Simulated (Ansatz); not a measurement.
Consider the ligand exchange at the Si–O bond: `FCOBO[SiH3]` + `C=CNC` → `C=CN(C)[SiH3]` + `OBOCF`.

Gas-phase electronic energies from Ansatz, PBE0-D4/def2-TZVP geometries. CCSD(T)/CBS is the MP2 limit (def2-TZVPP, def2-QZVPP) plus CCSD(T) − MP2 in def2-TZVPP, frozen cores. Functionals use def2-TZVPP. Each species was taken in one conformer, which may not be the lowest.

```csv
level,ΔE (kJ/mol)
LDA (SPW92),19.8
PBE0,31.3
SCS-MP2/def2-TZVPP,31.2
MP2/CBS(def2),26.4
```

Task: What does CCSD(T)/CBS give? (Best estimate.)

Result: The calculation gave: +30.1 kJ/mol. The listed levels differ from it by -10.3, 1.2, 1.1, -3.7 kJ/mol.

Task: What do rigid-rotor, harmonic-oscillator terms from PBE0-D4/def2-TZVP frequencies (298.15 K, 1 bar) make of the CCSD(T)/CBS value? (Best estimate.)

Result: The calculation gave: ΔZPE = +0.1 kJ/mol, ΔH = +29.2 kJ/mol, ΔS = -10 J/(mol·K), ΔG = +32.3 kJ/mol.

Largest T1 diagnostic among the species: 0.013.

Leaving LDA and LC-ωPBE aside and taking each functional with its dispersion term where it has one, the values, not all of them listed here, spread over 15.2 kJ/mol, from revPBE-D4 to BHLYP-D4. LDA lies −10.0 kJ/mol from PBE without D4. At CCSD(T), def2-SVP lies −5.3 kJ/mol from the extrapolated value and def2-TZVPP −0.9 kJ/mol.
